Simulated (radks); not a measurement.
Results of a calculation; reference values are marked as such.
Task: Radial electron density D(r) = 4 pi r^2 rho(r) of an atom or ion with 1 electrons. Level of theory: scalar-relativistic Kohn-Sham, exchange-only LDA, spin-polarised, spherical densities, finite nucleus; Fermi nuclear charge, rms radius of each element as measured or else 0.836 A^(1/3) + 0.57 fm (a radial shooting solver on a logarithmic mesh with Libxc functionals).

| r (bohr) | D(r) (e/bohr) |
|---|---|
| 0.1083 | 0.03511 |
| 0.126 | 0.04591 |
| 0.1467 | 0.05968 |
| 0.1722 | 0.07808 |
| 0.2005 | 0.09995 |
| 0.2334 | 0.1268 |
| 0.2717 | 0.1590 |
| 0.3163 | 0.1970 |
| 0.3712 | 0.2428 |
| 0.4321 | 0.2911 |
| 0.503 | 0.3421 |
| 0.5856 | 0.3929 |
| 0.6872 | 0.4417 |
| 0.8 | 0.4785 |
| 0.9314 | 0.5005 |
| 1.084 | 0.5029 |
| 1.262 | 0.4826 |
| 1.481 | 0.4364 |
| 1.724 | 0.3727 |
| 2.007 | 0.2968 |
| 2.337 | 0.2182 |
| 2.721 | 0.1463 |
| 3.193 | 0.08568 |
| 3.717 | 0.04548 |
| 4.327 | 0.02100 |
| 5.037 | 0.008272 |
| 5.864 | 0.002719 |

What is the nuclear charge?

Result: Z = 1. The innermost maximum, from 1s, lies near gamma/Z bohr with gamma = sqrt(1 - (Z/c)^2) = 1.000, here 1 bohr (found: 1.03), and its height grows with Z. The density is that of neutral hydrogen in 1s1; the configuration itself is not fixed sharply by these data. D(r) has 1 maximum, at r = 1.03 bohr.
